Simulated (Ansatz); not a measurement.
## A basis-limit estimate, worked out

An elementary step of BSiH$_{5}$Cl$_{2}$, closed shell (BSiH₃Cl₂ ([SiH3][B]([Cl])[Cl]) + H₂ → BHCl₂ ([Cl][BH][Cl]) + SiH₄; bonds formed: B1–H6, Si2–H5; bonds broken: B1–Si2, H5–H6). “Start” is the structure reached by relaxing down from the saddle towards the reactants; PBE0-D4/def2-TZVP structures. The saddle:

```
atom    x (Å)    y (Å)    z (Å)
  B1  -0.6156  -0.1404  -0.7437
 Si2   0.8396   0.1804   0.7561
 Cl3  -0.1770  -1.6945  -1.5425
 Cl4  -0.7211   1.3992  -1.6735
  H5  -1.1135  -0.1792   0.4119
  H6  -1.8270  -0.3348  -0.3007
  H7   2.0228   0.3456  -0.1189
  H8   0.5872   1.4095   1.5503
  H9   1.0044  -0.9857   1.6610
```

Program: Ansatz 0.2.0. Basis: def2-TZVPP and def2-QZVPP. Cores are frozen in the correlated methods.

Energies in eV:

| quantity | saddle | start |
| --- | --- | --- |
| Hartree–Fock, triple zeta (X = 3) | -33620.94483 | -33622.56997 |
| Hartree–Fock, quadruple zeta (X = 4) | -33621.91623 | -33623.54229 |
| MP2 correlation, X = 3 | -17.92279 | -17.24930 |
| MP2 correlation, X = 4 | -19.47470 | -18.77502 |
| CCSD(T) correlation, X = 3 | -20.37302 | -19.79157 |

Question: Work out the barrier at the basis limit: extrapolate Hartree–Fock as E(X) = E∞ + A exp(−7.88 √X) and the MP2 correlation as E(X) = E∞ + B X^−2.97 (the exponents that Neese and Valeev fitted for def2-TZVPP and QZVPP), then add CCSD(T) − MP2 in triple zeta.

Answer: Each step is linear, so take the differences first (saddle − start): Hartree–Fock 1.62514 (X = 3) and 1.62606 (X = 4); MP2 correlation -0.67349 and -0.69968; CCSD(T) correlation -0.58145.
Two points give E∞ = E(4) + w [E(4) − E(3)], with w = 1/(exp(7.88 (2 − √3)) − 1) = 0.1377 for Hartree–Fock and w = 1/((4/3)^2.97 − 1) = 0.7407 for the correlation.
Hartree–Fock: 1.62606 + 0.1377 × 0.00092 = 1.6262 eV.
MP2 correlation: -0.69968 + 0.7407 × (-0.02619) = -0.7191 eV.
CCSD(T) − MP2: -0.58145 − (-0.67349) = 0.0920 eV.
Sum: 1.6262 + (-0.7191) + 0.0920 = 0.9991 eV, or 23.04 kcal/mol. Plain CCSD(T) in triple zeta gives 1.0437 eV, so the larger basis shifts the result by -0.0446 eV.

T1 diagnostic: at most 0.013.

Labels in which every atom is bracketed show which atoms are joined, not bond orders.

For scale, one of the runs: CCSD(T)/def2-TZVPP, 227 basis functions (an equivalent command: `ansatz run in.yaml --threads 4`). Hardware: 4 CPU threads, shared host. Wall time 74 s; peak host memory 3.4 GiB.
